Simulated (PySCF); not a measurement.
Computed IR spectrum (relative IR intensity) of a molecule C3H9Ge, multiplicity 2. Coordinates come from a PBE-D3(BJ)/def2-SVP optimisation. Other conformers were not sampled. Calculation: PySCF 2.14.0 with PBE-D3(BJ)/def2-SVP. Frequencies are harmonic and unscaled.

Lines under 2 % of the strongest are left out, and lines within 2 cm⁻¹ are merged.

ν (cm⁻¹): 434 (w), 465 (vw), 480 (w), 602 (w), 776 (m), 789 (vs), 852 (w), 854 (m), 990 (vw), 1315 (vw), 1351 (vw), 1385 (w), 1396 (w), 2043 (vs), 2075 (s), 2082 (s), 2883 (w), 2967 (w), 2978 (w), 3038 (vw), 3049 (w), 3099 (w) (against the strongest line: vs over 80 %, s over 45 %, m over 15 %, w over 4 %, vw less)

**Question.** Identify the compound among the candidates.
(A) C[C](C)[GeH3]
(B) [CH3][Ge]([CH3])[CH3]
(C) C[CH][CH2][GeH3]

**Answer.** C, C[CH][CH2][GeH3]
